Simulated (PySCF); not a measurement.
ethenyl(ethynyl)silane (C4H6Si), SMILES C#C[SiH2]C=C. Geometry optimised at r2SCAN-D4/def2-SVP. The values are those of a single conformer.

### Question
Give the equilibrium geometry at r2SCAN-D4/def2-SVP (PySCF confirms it by a frequency run) as Cartesian coordinates in Å. (Estimate from the structure and the level; the computed values follow.)

### Answer
Several could match; the one computed here: 
```xyz
11

C      2.4733     0.4771     1.1844
C      1.5654     0.2594     0.3971
Si     0.1812    -0.0779    -0.7623
C     -1.3491    -0.5932     0.1770
C     -2.5187     0.0591     0.0914
H      3.2749     0.6710     1.8752
H     -0.1226     1.1549    -1.5470
H      0.6259    -1.1589    -1.6933
H     -1.2918    -1.4761     0.8301
H     -2.6403     0.9496    -0.5379
H     -3.4080    -0.2648     0.6458
```
